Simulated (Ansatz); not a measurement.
Ligand exchange: SnH2(CH3)F + CF4 → SnH2F2 + C2H3F3

Gas-phase species: SnH2(CH3)F, singlet; CF4 (tetrafluoromethane) `FC(F)(F)F`, singlet; SnH2F2 `[F][SnH2][F]`, singlet; C2H3F3 `CC(F)(F)F`, singlet. The partners trade CH3 for F: Sn–CH3 and C–F bonds give way to Sn–F and C–CH3.

Shapes, held fixed at every level: PBE0-D4/def2-TZVP. Programs: Ansatz 0.2.0. The zero-point and thermal change to 298 K, harmonic and unscaled (PBE0-D4/def2-TZVP), is +2.9 kJ/mol.

```json
{"level": "HF/def2-TZVPP", "kind": "Hartree–Fock", "ΔH(298 K) (kJ/mol)": "-82.4", "less CCSD(T)/def2-TZVPP": "-4.9"}
{"level": "BHLYP-D4/def2-TZVPP", "kind": "global hybrid", "ΔH(298 K) (kJ/mol)": "-85.8", "less CCSD(T)/def2-TZVPP": "-8.3"}
{"level": "PBE0-D4/def2-TZVPP", "kind": "global hybrid", "ΔH(298 K) (kJ/mol)": "-77.3", "less CCSD(T)/def2-TZVPP": "+0.2"}
{"level": "B2PLYP/def2-TZVPP", "kind": "double hybrid", "ΔH(298 K) (kJ/mol)": "-88.6", "less CCSD(T)/def2-TZVPP": "-11.1"}
{"level": "CCSD(T)/def2-SVP", "kind": "coupled cluster or CI", "ΔH(298 K) (kJ/mol)": "-69.1", "less CCSD(T)/def2-TZVPP": "+8.4"}
{"level": "CCSD/def2-SVP", "kind": "coupled cluster or CI", "ΔH(298 K) (kJ/mol)": "-70.6", "less CCSD(T)/def2-TZVPP": "+6.9"}
{"level": "CCSD/def2-TZVPP", "kind": "coupled cluster or CI", "ΔH(298 K) (kJ/mol)": "-77.7", "less CCSD(T)/def2-TZVPP": "-0.2"}
{"level": "CCSD(T)/def2-TZVPP", "kind": "coupled cluster or CI", "ΔH(298 K) (kJ/mol)": "-77.5", "less CCSD(T)/def2-TZVPP": "0.0"}
```

The highest level, CCSD(T)/def2-TZVPP, gives ΔH(298 K) = -77.5 kJ/mol; the levels span -88.6 to -69.1. The column of differences is taken from that level and isn't an error. No measured value is set beside it here. For atoms past krypton def2 sets carry core potentials with scalar relativity. Outer-core shells of Sn are correlated, in sets that cover them unevenly.
